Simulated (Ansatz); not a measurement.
Steps of a relaxation of `N=C1[SiH2]C1Cl` with RKS PBE-D4/def2-SVP.

```sh
$ ansatz run in.yaml --threads 4 --pin off --events-out ev --progress --plain --max-ram 10444MiB
```

```yaml
crystal:
  periodic: [false, false, false]
  atoms:
    - {symbol: N, position_ang: [-0.430900, 0.446800, -1.868900]}
    - {symbol: C, position_ang: [-0.153700, 0.077100, -0.713300]}
    - {symbol: Si, position_ang: [0.881900, -1.093700, -0.091500]}
    - {symbol: C, position_ang: [-0.600500, 0.570900, 0.492900]}
    - {symbol: Cl, position_ang: [0.335000, 1.669700, 1.482000]}
    - {symbol: H, position_ang: [-1.172700, 1.264800, -1.812500]}
    - {symbol: H, position_ang: [2.124400, -0.647100, 0.713000]}
    - {symbol: H, position_ang: [0.334900, -2.257000, 0.584900]}
    - {symbol: H, position_ang: [-1.229900, -0.077700, 1.196200]}
basis:
  gaussian: {orbitals: def2-SVP}
hamiltonian: {xc: pbe, dispersion: d4}
relax: {f_tol: 0.03, max_steps: 200}
```

Positions (Å) and forces (eV/Å) along the path, 13 of 13 steps:

```xyz
9
step=1 energy=-24002.4258 eV
N    -0.431    0.447   -1.869   -1.800    2.008   -3.720
C    -0.154    0.077   -0.713   -2.090    2.772   -2.346
Si    0.882   -1.094   -0.091    4.316   -3.168    2.283
C    -0.601    0.571    0.493   -0.968   -1.046    5.019
Cl    0.335    1.670    1.482    0.060    0.962   -0.015
H    -1.173    1.265   -1.812    1.348   -1.346   -0.048
H     2.124   -0.647    0.713   -0.558   -0.116   -0.510
H     0.335   -2.257    0.585   -0.539   -0.738    0.286
H    -1.230   -0.078    1.196    0.233    0.671   -0.949
9
step=2 energy=-24003.3447 eV
N    -0.457    0.474   -1.902   -0.212    0.608   -0.454
C    -0.132    0.097   -0.720   -2.219    2.200   -1.799
Si    0.931   -1.159   -0.093    1.851   -1.514    1.343
C    -0.553    0.516    0.584    0.648   -0.582    1.916
Cl    0.245    1.842    1.466   -0.421   -0.261   -0.460
H    -1.144    1.283   -1.815    0.494   -0.608   -0.030
H     2.143   -0.687    0.671   -0.108   -0.027   -0.175
H     0.310   -2.328    0.574   -0.230   -0.233    0.075
H    -1.255   -0.084    1.218    0.196    0.416   -0.416
9
step=3 energy=-24003.7110 eV
N    -0.441    0.560   -1.910    0.442   -0.706    0.851
C    -0.152    0.098   -0.735   -1.252    1.297   -0.849
Si    0.977   -1.222   -0.076   -0.176    0.127    0.930
C    -0.453    0.412    0.668    0.806   -0.217   -0.068
Cl    0.134    1.977    1.375   -0.416   -1.036   -0.512
H    -1.150    1.305   -1.785   -0.027    0.325    0.025
H     2.185   -0.729    0.643    0.209   -0.063   -0.082
H     0.285   -2.391    0.575    0.091    0.059   -0.071
H    -1.296   -0.058    1.226    0.323    0.215   -0.224
9
step=4 energy=-24003.9359 eV
N    -0.491    0.574   -1.922    0.487    0.006    1.189
C    -0.228    0.083   -0.758   -0.554    0.293   -0.659
Si    0.966   -1.214   -0.001   -1.178    0.853    0.888
C    -0.419    0.327    0.685    0.987   -0.048   -0.618
Cl    0.061    1.967    1.283   -0.209   -0.685   -0.174
H    -1.058    1.447   -1.773   -0.046   -0.324   -0.084
H     2.252   -0.739    0.598    0.123   -0.132   -0.252
H     0.298   -2.405    0.643    0.265    0.024   -0.124
H    -1.293   -0.087    1.228    0.125    0.014   -0.166
9
step=5 energy=-24004.2390 eV
N    -0.460    0.632   -1.927   -0.473    0.458    1.288
C    -0.295    0.091   -0.776    0.599   -0.785   -0.681
Si    0.883   -1.159    0.166   -0.335    0.855    0.370
C    -0.381    0.261    0.697    0.162    0.655   -0.429
Cl   -0.005    1.955    1.221   -0.028   -0.301    0.179
H    -1.036    1.521   -1.782    0.458   -0.632   -0.187
H     2.345   -0.781    0.485   -0.636   -0.328   -0.340
H     0.338   -2.472    0.698    0.288    0.184   -0.153
H    -1.300   -0.095    1.200   -0.034   -0.107   -0.047
9
step=6 energy=-24004.3459 eV
N    -0.451    0.594   -1.910   -0.241    0.748    0.713
C    -0.307    0.068   -0.756    0.517   -0.934   -0.229
Si    0.836   -1.102    0.257    0.413   -0.133   -0.127
C    -0.410    0.281    0.716   -0.077    1.088   -0.181
Cl   -0.088    1.982    1.261   -0.014   -0.229    0.148
H    -0.924    1.539   -1.786    0.154   -0.582   -0.140
H     2.372   -0.846    0.305   -0.960   -0.081   -0.076
H     0.409   -2.487    0.709    0.141    0.279   -0.047
H    -1.350   -0.076    1.187    0.068   -0.156   -0.060
9
step=7 energy=-24004.2843 eV rejected
N    -0.435    0.637   -1.908   -0.009   -0.490   -0.340
C    -0.251    0.022   -0.808   -0.295    0.829    0.325
Si    0.758   -1.126    0.316    0.642    0.521   -0.400
C    -0.388    0.417    0.626   -0.157   -1.645    0.759
Cl   -0.114    2.011    1.321   -0.071    0.034   -0.164
H    -0.946    1.526   -1.714    0.285    0.016    0.006
H     2.238   -0.854    0.253   -0.119   -0.105   -0.071
H     0.459   -2.525    0.794   -0.213    0.232    0.028
H    -1.233   -0.154    1.104   -0.062    0.609   -0.142
9
step=8 energy=-24004.4592 eV
N    -0.437    0.598   -1.895    0.100   -0.055    0.145
C    -0.274    0.040   -0.761    0.004   -0.056   -0.198
Si    0.824   -1.104    0.257    0.011    0.014    0.100
C    -0.403    0.330    0.697   -0.011   -0.005    0.055
Cl   -0.103    1.986    1.293   -0.020   -0.039    0.021
H    -0.915    1.514   -1.756   -0.048    0.039   -0.001
H     2.308   -0.845    0.258   -0.191   -0.018   -0.059
H     0.416   -2.471    0.736    0.039    0.094   -0.016
H    -1.327   -0.094    1.153    0.115    0.026   -0.049
9
step=9 energy=-24004.4652 eV
N    -0.415    0.604   -1.894   -0.020   -0.023    0.022
C    -0.267    0.034   -0.766   -0.081    0.028   -0.010
Si    0.813   -1.101    0.272    0.068   -0.038   -0.024
C    -0.401    0.330    0.695   -0.043    0.043   -0.003
Cl   -0.119    1.979    1.307   -0.011    0.001    0.014
H    -0.905    1.517   -1.753    0.061   -0.013    0.006
H     2.286   -0.844    0.208   -0.015   -0.010    0.009
H     0.416   -2.458    0.771    0.016    0.008   -0.003
H    -1.319   -0.108    1.144    0.024    0.005   -0.012
9
step=10 energy=-24004.4663 eV
N    -0.423    0.598   -1.895    0.059    0.035   -0.007
C    -0.275    0.029   -0.767   -0.104    0.030    0.067
Si    0.810   -1.103    0.271   -0.014   -0.002   -0.023
C    -0.404    0.333    0.693    0.038   -0.020   -0.030
Cl   -0.129    1.981    1.308   -0.002    0.021    0.006
H    -0.880    1.527   -1.751   -0.001   -0.048   -0.006
H     2.279   -0.842    0.198    0.034    0.001   -0.009
H     0.425   -2.458    0.778    0.003   -0.016    0.013
H    -1.314   -0.112    1.147   -0.013   -0.002   -0.011
9
step=11 energy=-24004.4670 eV
N    -0.419    0.599   -1.894    0.028    0.029   -0.009
C    -0.279    0.030   -0.765   -0.053    0.010    0.055
Si    0.809   -1.103    0.269   -0.018    0.003   -0.012
C    -0.406    0.333    0.695    0.037   -0.002   -0.031
Cl   -0.131    1.982    1.311   -0.005    0.000   -0.004
H    -0.878    1.527   -1.753    0.007   -0.028   -0.008
H     2.279   -0.844    0.191    0.013    0.008   -0.006
H     0.430   -2.459    0.782   -0.003   -0.007    0.008
H    -1.318   -0.110    1.146   -0.006   -0.014    0.006
9
step=12 energy=-24004.4677 eV
N    -0.412    0.600   -1.893    0.003    0.015   -0.007
C    -0.287    0.030   -0.763   -0.011   -0.014    0.042
Si    0.806   -1.106    0.267   -0.002    0.009   -0.004
C    -0.407    0.332    0.696    0.020    0.018   -0.030
Cl   -0.138    1.983    1.312   -0.004   -0.013   -0.007
H    -0.866    1.530   -1.755    0.008   -0.001   -0.007
H     2.275   -0.842    0.176   -0.005    0.000    0.000
H     0.434   -2.459    0.793   -0.003    0.003    0.000
H    -1.317   -0.114    1.149   -0.005   -0.018    0.013
9
step=13 energy=-24004.4680 eV
N    -0.406    0.601   -1.891   -0.001    0.002   -0.004
C    -0.294    0.029   -0.761    0.005   -0.018    0.015
Si    0.803   -1.106    0.265    0.007    0.003   -0.002
C    -0.409    0.332    0.696    0.003    0.014   -0.013
Cl   -0.147    1.984    1.312   -0.002   -0.008   -0.004
H    -0.852    1.535   -1.757    0.000    0.010   -0.002
H     2.271   -0.842    0.161   -0.006   -0.002    0.002
H     0.436   -2.457    0.804   -0.004    0.006   -0.002
H    -1.313   -0.121    1.154   -0.002   -0.008    0.010
```

Run time 15 s (4 threads of an Arm Neoverse V1 on a shared host); peak host memory 0.15 GiB.
